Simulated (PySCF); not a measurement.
CH₃Cl₃Si, charge -1, doublet, geometry from GFN2-xTB (a state made from the parent by changing its charge; the spin is typed, not shown lowest); DF-R2SCAN/6-31G* run with PySCF.

Here is a job for PySCF.
```python
from pyscf import gto, scf, dft

mol = gto.M(
    atom='''
C    -1.88086609   -0.24439940    0.19810488
Si   -0.03103582    0.22941078    0.24173562
Cl    0.94280005   -0.93243123   -1.17927851
Cl   -0.31054700    2.07327251   -1.15476151
Cl    0.45531735   -1.18432133    2.03091734
H    -2.02275001   -1.28867211    0.46708769
H    -2.44430575    0.35993545    0.90406427
H    -2.30194304   -0.07745725   -0.79099435
''',
    basis='6-31g*',
    charge=-1,
    spin=1,
    verbose=4,
)

mf = dft.UKS(mol)
mf.xc = 'r2scan'
mf.init_guess = 'mod_huckel'
mf = mf.density_fit(auxbasis='def2-universal-jkfit')
mf.kernel()
mf.analyze()
```

The log (banner, timings and long lists left out):

```
PySCF version 2.14.0

[INPUT] verbose = 4
[INPUT] num. atoms = 8
[INPUT] num. electrons = 75
[INPUT] charge = -1
[INPUT] spin (= nelec alpha-beta = 2S) = 1
[INPUT] symmetry False subgroup None
[INPUT] Mole.unit = angstrom
[INPUT] Symbol           X                Y                Z      unit          X                Y                Z       unit  Magmom
[...]
nuclear repulsion = 412.129908766996
number of shells = 44
number of NR pGTOs = 243
number of NR cGTOs = 92
basis = 6-31g*
ecp = {}

******** <class 'pyscf.df.df_jk.DFUKS'> ********
method = DFUKS
initial guess = mod_huckel
damping factor = 0
level_shift factor = 0
DIIS = <class 'pyscf.scf.diis.CDIIS'>
diis_start_cycle = 1
diis_space = 8
diis_damp = 0
SCF conv_tol = 1e-09
SCF conv_tol_grad = None
SCF max_cycles = 50
direct_scf = False
number electrons alpha = 38  beta = 37
XC library pyscf.dft.libxc version 7.1.2
    S. Lehtola, C. Steigemann, M. J. T. Oliveira, and M. A. L. Marques,  SoftwareX 7, 1–5 (2018)
XC functionals = r2scan
    J. W. Furness, A. D. Kaplan, J. Ning, J. P. Perdew, and J. Sun,  J. Phys. Chem. Lett. 11, 8208–8215 (2020)
    J. W. Furness, A. D. Kaplan, J. Ning, J. P. Perdew, and J. Sun,  J. Phys. Chem. Lett. 11, 9248–9248 (2020)
    J. W. Furness, A. D. Kaplan, J. Ning, J. P. Perdew, and J. Sun,  J. Phys. Chem. Lett. 11, 8208–8215 (2020)
    J. W. Furness, A. D. Kaplan, J. Ning, J. P. Perdew, and J. Sun,  J. Phys. Chem. Lett. 11, 9248–9248 (2020)
radial grids:
    Treutler-Ahlrichs [JCP 102, 346 (1995); DOI:10.1063/1.469408] (M4) radial grids

becke partition: Becke, JCP 88, 2547 (1988); DOI:10.1063/1.454033
pruning grids: <function nwchem_prune>
grids dens level: 3
symmetrized grids: False
atomic radii adjust function: <function treutler_atomic_radii_adjust>
small_rho_cutoff = 0
Set gradient conv threshold to 3.16228e-05
Initial guess from on-the-fly Huckel, doi:10.1021/acs.jctc.8b01089,
employing the updated GWH rule from doi:10.1021/ja00480a005.
Spherically averaged atomic HF for {'C', 'Cl', 'H', 'Si'}

******** <class 'pyscf.scf.atom_hf.AtomSphAverageRHF'> ********
method = AtomSphAverageRHF
initial guess = minao
damping factor = 0
level_shift factor = 0
DIIS = <class 'pyscf.scf.diis.CDIIS'>
diis_start_cycle = 1
diis_space = 8
diis_damp = 0
SCF conv_tol = 1e-09
SCF conv_tol_grad = None
SCF max_cycles = 50
direct_scf = True
direct_scf_tol = 1e-13
atom = C
Set gradient conv threshold to 3.16228e-05
Initial guess from minao.
init E= -37.2760277011609
[...]
converged SCF energy = -1709.97077816575  <S^2> = 0.75346861  2S+1 = 2.0034656
Total Energy =                       -1709.970778165750062
[...]
spin_pop of  3 Cl 2pz       0.00000
spin_pop of  3 Cl 3px       0.01371
spin_pop of  3 Cl 3py       0.02166
spin_pop of  3 Cl 3pz       0.07997
spin_pop of  3 Cl 4px       0.00009
spin_pop of  3 Cl 4py       0.00010
spin_pop of  3 Cl 4pz       0.00075
spin_pop of  3 Cl 3dxy      0.00006
spin_pop of  3 Cl 3dyz      0.00008
spin_pop of  3 Cl 3dz^2     0.00017
spin_pop of  3 Cl 3dxz      0.00012
spin_pop of  3 Cl 3dx2-y2    0.00002
spin_pop of  4 Cl 1s        0.00000
spin_pop of  4 Cl 2s       -0.00000
spin_pop of  4 Cl 3s        0.00667
spin_pop of  4 Cl 4s        0.00040
spin_pop of  4 Cl 2px      -0.00000
spin_pop of  4 Cl 2py       0.00000
spin_pop of  4 Cl 2pz       0.00000
spin_pop of  4 Cl 3px      -0.00092
spin_pop of  4 Cl 3py       0.09218
spin_pop of  4 Cl 3pz       0.02461
spin_pop of  4 Cl 4px      -0.00013
spin_pop of  4 Cl 4py       0.00090
spin_pop of  4 Cl 4pz       0.00017
spin_pop of  4 Cl 3dxy      0.00004
spin_pop of  4 Cl 3dyz      0.00013
spin_pop of  4 Cl 3dz^2     0.00008
spin_pop of  4 Cl 3dxz      0.00003
spin_pop of  4 Cl 3dx2-y2    0.00017
spin_pop of  5 H 1s        0.00275
spin_pop of  5 H 2s        0.00039
spin_pop of  6 H 1s       -0.00138
spin_pop of  6 H 2s        0.00018
spin_pop of  7 H 1s        0.00336
spin_pop of  7 H 2s        0.00044
 ** Mulliken Spin Density (per atom)  **
spin density of  0 C =      0.02420
spin density of  1 Si =      0.69106
spin density of  2 Cl =      0.03091
spin density of  3 Cl =      0.12377
spin density of  4 Cl =      0.12433
spin density of  5 H =      0.00314
spin density of  6 H =     -0.00120
spin density of  7 H =      0.00379
 ** Mulliken pop alpha/beta on meta-lowdin orthogonal AOs **
 ** Mulliken pop       alpha | beta **
In total            38.00000 | 37.00000
 ** Mulliken atomic charges   ( Nelec_alpha | Nelec_beta ) **
charge of  0C =     -0.55949  (     3.29184      3.26764 )
charge of  1Si =      0.61244  (     7.03931      6.34825 )
charge of  2Cl =     -0.35180  (     8.69135      8.66045 )
charge of  3Cl =     -0.51837  (     8.82107      8.69730 )
charge of  4Cl =     -0.51899  (     8.82166      8.69733 )
charge of  5H =      0.11251  (     0.44531      0.44217 )
charge of  6H =      0.11139  (     0.44370      0.44490 )
charge of  7H =      0.11231  (     0.44574      0.44195 )

WARN: System has nonzero charge -1; the dipole moment is origin-dependent.
Location of origin: [0. 0. 0.]

Dipole moment(X, Y, Z, Debye): -1.73194, -0.86342, -0.48764
```
